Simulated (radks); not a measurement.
Ir+, configuration [Xe] 4f14 5d(up 4.25, down 2.75) 6s(up 0.5, down 0.5) (fractional occupations, a model configuration).

Calculated with a radial shooting solver on a logarithmic mesh with Libxc functionals: non-relativistic Kohn-Sham, PBEsol, spin-polarised, spherical densities, point nucleus; relativity is left out, which matters for an element this heavy.

Energy parts (hartree):
total: -16805.2395
kinetic: 16800.6572
electron-nucleus: -40002.0122
Hartree: 6719.1062
exchange-correlation: -322.9908

Orbitals (lengths in bohr, moments of r in powers of bohr; r(max) is where P^2 peaks; r(90%) holds 90 % of the orbital's charge):
| orbital | occ. | eigenvalue (hartree) | r(90%) | <r^4> | r(max) |
|---|---|---|---|---|---|
| 1s up | 1 | -2545.067 | 0.0350 | 6.736e-07 | 0.01305 |
| 1s down | 1 | -2545.067 | 0.0350 | 6.736e-07 | 0.01305 |
| 2s up | 1 | -422.5663 | 0.127 | 0.0001090 | 0.07102 |
| 2s down | 1 | -422.5624 | 0.127 | 0.0001090 | 0.07102 |
| 2p up | 3 | -405.8415 | 0.113 | 0.00006838 | 0.05509 |
| 2p down | 3 | -405.8385 | 0.113 | 0.00006837 | 0.05509 |
| 3s up | 1 | -98.23282 | 0.306 | 0.003746 | 0.1945 |
| 3s down | 1 | -98.23119 | 0.306 | 0.003746 | 0.1945 |
| 3p up | 3 | -90.39315 | 0.298 | 0.003324 | 0.1830 |
| 3p down | 3 | -90.39148 | 0.298 | 0.003324 | 0.1830 |
| 3d up | 5 | -75.75871 | 0.271 | 0.002231 | 0.1440 |
| 3d down | 5 | -75.75609 | 0.271 | 0.002231 | 0.1440 |
| 4s up | 1 | -20.59928 | 0.665 | 0.08532 | 0.4353 |
| 4s down | 1 | -20.59616 | 0.665 | 0.08529 | 0.4353 |
| 4p up | 3 | -17.26029 | 0.681 | 0.09291 | 0.4351 |
| 4p down | 3 | -17.25696 | 0.681 | 0.09286 | 0.4351 |
| 4d up | 5 | -11.13909 | 0.718 | 0.1136 | 0.4290 |
| 4d down | 5 | -11.13505 | 0.717 | 0.1134 | 0.4290 |
| 5s up | 1 | -3.20115 | 1.54 | 2.492 | 0.9790 |
| 5s down | 1 | -3.17104 | 1.54 | 2.479 | 0.9777 |
| 4f up | 7 | -3.01248 | 0.842 | 0.2306 | 0.3889 |
| 4f down | 7 | -3.00665 | 0.840 | 0.2284 | 0.3889 |
| 5p up | 3 | -2.17697 | 1.71 | 3.770 | 1.044 |
| 5p down | 3 | -2.14421 | 1.71 | 3.758 | 1.042 |
| 5d up | 4.25 | -0.62576 | 2.52 | 17.78 | 1.283 |
| 5d down | 2.75 | -0.59154 | 2.55 | 18.79 | 1.281 |
| 6s up | 0.5 | -0.43292 | 4.35 | 152.9 | 2.573 |
| 6s down | 0.5 | -0.41734 | 4.42 | 164.2 | 2.605 |

The highest occupied level is 6s down at -11.356 eV. The spin density at the nucleus is -0.5501 e/bohr^3 (1s -0.0178, 2s -0.0846, 3s -0.0639, 4s 0.0836, 5s -0.9304, 6s 0.4630). Spin moment in Bohr magnetons: 1.5. Summed over all electrons, <r^2> = 54.23 bohr^2, which gives a Langevin (diamagnetic) susceptibility term of -43 x 10^-6 cm^3/mol. The density falls to 0.001 e/bohr^3 at r = 4.18 bohr.
